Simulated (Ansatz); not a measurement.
Basis-set extrapolation for `c1ccc2sccc2c1` (PBE0-D4/def2-TZVP geometry, frozen core, the Gaussian-basis code of Ansatz). Multiplicity 1, RHF reference.

```json
{"": "HF", "def2-TZVPP": "-704.089425", "def2-QZVPP": "-704.112984"}
{"": "MP2 correlation", "def2-TZVPP": "-1.424874", "def2-QZVPP": "-1.519071"}
{"": "CCSD(T) correlation", "def2-TZVPP": "-1.532929", "def2-QZVPP": "not run"}
```

Energies in hartree. Use E(X) = E(∞) + A·exp(−7.88·√X) for Hartree–Fock and E(X) = E(∞) + B·X^(−2.97) for correlation, with X = 3 and 4, and add CCSD(T) minus MP2 of the smaller set to the MP2 limit.

Problem. What is the CCSD(T) energy at the basis-set limit?

Solution. HF limit: -704.112984 + (-0.023559) × 0.13774 = -704.11623. MP2 limit: -1.519071 + (-0.094197) × 0.74074 = -1.58885. Higher-order term: -1.532929 − (-1.424874) = -0.10806. Total: -705.81314 hartree, 119.7 kcal/mol below CCSD(T)/def2-TZVPP.
